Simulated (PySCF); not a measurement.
**A thermochemical cycle for KSe**

PBE0 in PySCF with def2-SVP on every atom, for the lowest determinant that a PBE0 search found; no spin–orbit coupling. KSe, a doublet (π ↑), has De = 2.37 eV to neutral atoms, and KSe⁺, a triplet (π ↑↑), has De = 0.41 eV to K⁺ + Se.

At the same level the K atom ionises at 4.36 eV.

Question: What is the adiabatic ionisation energy of the molecule, and does ionisation strengthen or weaken the bond?

Answer: IE = IE(K) + De(neutral) − De(ion) = 4.36 + 2.37 − 0.41 = 6.32 eV. De changes by -1.96 eV, so ionisation weakens the bond.

Weak bonds: KSe⁺. Basis-set superposition, not corrected here, can be much of De in a small basis, most of all at correlated wavefunction levels. Spin–orbit coupling is left out. For an ion De counts to the pair picked by the measured ionisation energies or electron affinities, which need not be the lowest pair at this level. States were picked by a PBE0 search and need not be the measured ground states.
